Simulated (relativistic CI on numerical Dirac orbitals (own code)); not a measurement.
Calculated at this level of theory: Dirac-Coulomb-Breit CI, separate exchange-only KLI orbitals for each configuration, a model potential for QED, unscaled Slater integrals (own radial code, finite nucleus).

The strongest absorption lines from the ground level of an ion, among the configurations computed and to levels below about 15600 eV (vacuum wavelength in nm, gf): 0.08188 (0.25), 0.09235 (0.49), 0.10155 (0.26), 0.10440 (1), 0.10586 (0.35), 0.12113 (2.3), 0.12301 (0.087), 0.13392 (0.16).

Problem. Which ion is it?
A. Pt LXIX
B. Pt LXXI
C. Pt LXVII
D. Th LXXXI

Solution. A. Pt LXIX has 10 electrons and the ground level 2s2.2p6 1S_0; the strongest line goes to 2s2.2p5.3d 1P°_1. The pattern of lines fixes the number of electrons, and along that sequence the line energies rise steadily with the charge (about as its square where n changes within one kind of shell, about linearly where n is kept but much faster in heavy ions where fine structure, which grows about as Z⁴, sets the gap, and irregularly where shells cross), which fixes Z. Configurations outside the model, such as inner-shell arrays, can give stronger lines. At this charge energies of transitions that change n are usually good to better than 1 %, and those within a shell (Δn = 0) to a few per cent.

LS names give the leading component of a level, which can be under half, so a name can repeat, a term be missing and a line seem to break the LS rules.
